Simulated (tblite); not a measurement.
C6H14N2Si2.
Geometry (GFN2-xTB, Å), atoms numbered from 1 in this order:
```xyz
24
C6H14N2Si2 angstrom
C      1.1947    2.4101   -0.9731
Si     0.9329    0.5894   -0.4856
Si     2.5990   -0.2080    0.9061
N      2.4880   -1.9314    0.8463
C     -0.7711    0.4884    0.3774
C     -1.9851    0.6221   -0.5594
C     -2.1833   -0.9059   -0.4835
C     -3.5198   -1.3516   -0.2258
N     -4.5905   -1.6818    0.0088
C     -1.2121   -0.9461    0.7150
H      1.3195    3.0367   -0.0945
H      0.3565    2.8058   -1.5389
H      2.0852    2.5257   -1.5827
H      0.7807   -0.1620   -1.7568
H      3.9289    0.3195    0.5376
H      2.4284    0.0812    2.3343
H      3.0400   -2.4705    1.4947
H      2.4925   -2.3900   -0.0508
H     -0.8063    1.1665    1.2323
H     -1.7976    1.0182   -1.5557
H     -2.8181    1.1664   -0.1150
H     -1.7885   -1.4217   -1.3613
H     -1.7407   -1.0242    1.6647
H     -0.4452   -1.7170    0.6734
```

Method: GFN2-xTB as coded in tblite; computed harmonic values from a numerical Hessian at the method's own geometry, unscaled. Against measured fundamentals such values can be off by several per cent, at times by over 20. Modes of hydrogen on silicon can be 10 to 20 % off. One conformer, not necessarily the lowest.

Harmonic wavenumbers (cm⁻¹): 26.9, 28.0, 46.7, 73.9, 108.6, 116.2, 136.7, 146.7, 174.4, 195.3, 229.7, 283.6, 302.8, 425.8, 454.7, 528.4, 537.7, 545.7, 592.7, 614.2, 621.3, 660.1, 676.8, 697.9, 750.9, 810.2, 817.6, 820.3, 841.2, 863.3, 884.0, 900.1, 993.5, 1003.4, 1051.7, 1057.8, 1074.3, 1100.7, 1136.0, 1194.1, 1214.7, 1241.0, 1242.2, 1255.6, 1298.5, 1374.5, 1477.8, 1487.2, 1490.0, 1494.3, 1534.8, 2068.6, 2115.2, 2213.8, 2398.9, 2951.1, 2957.6, 2991.2, 2997.9, 3004.8, 3010.0, 3033.8, 3036.5, 3046.7, 3466.5, 3498.1.

A = 1600, B = 494.2, C = 400.0 MHz; mass 170.070 u (most abundant isotopes); point group C1, symmetry number 1.

Q: Zero-point energy?

A: ½Σν̃ = 40713 cm⁻¹ = 487.03 kJ/mol.

Q: Give the ideal-gas entropy at 298.15 K and 1 bar in the rigid-rotor, harmonic-oscillator model (classical rotation).

A: Translation 172.91, rotation 130.95, vibration 210.63: S = 514.5 J/(mol K).

Q: And Cp and H(298.15 K) − H(0)?

A: Cp = 221.65 J/(mol K), of which vibrations give 188.39 (their classical limit is 66 R = 548.8); H(298.15 K) − H(0) = 40.19 kJ/mol without the zero-point energy, 30.27 from vibrations.

Q: What must be added to the electronic energy to get the Gibbs energy at 298.15 K and 1 bar?

A: ZPE + [H(298.15 K) − H(0)] − T·S = 487.03 + 40.19 − 153.39 = 373.83 kJ/mol.

Q: Which modes carry the vibrational entropy at 298.15 K?

A: 26.9 cm⁻¹: 25.30; 28.0 cm⁻¹: 24.96; 46.7 cm⁻¹: 20.72; 73.9 cm⁻¹: 16.93; 108.6 cm⁻¹: 13.78; 116.2 cm⁻¹: 13.23 J/(mol K); the other 60 give 95.70 together.

Q: Blend soft modes into free rotors: weight 1/[1 + (100 cm⁻¹/ν̃)⁴] for the oscillator and the rest for a rotor with moment μB/(μ + B), μ = h/(8π²ν), B = 10⁻⁴⁴ kg m². What vibrational entropy results?

A: 184.87 J/(mol K) in place of 210.63, which changes −T·S at 298.15 K by +7.68 kJ/mol.

Q: How do the functions run with temperature in this model?

A: 
```csv
T (K),S (J/(mol K)),Cp (J/(mol K)),H − H(0) (kJ/mol),G − H(0) (kJ/mol),ln q(vib)
100,345.0,110.6,7.48,-27.02,4.32
200,438.1,164.8,21.21,-66.40,8.98
300,515.9,222.7,40.60,-114.16,13.20
500,653.5,318.1,95.28,-231.44,21.06
800,824.0,406.4,205.17,-454.02,31.76
1000,919.0,444.7,290.47,-628.53,38.21
```

q(vib) and H(0) count from the zero-point level.

Hindered rotation and anharmonicity are outside this model. Other conformers, if any are populated, would add a mixing term that is left out. The structure is chiral; the term R ln 2 for an equal mix with its mirror image is left out.
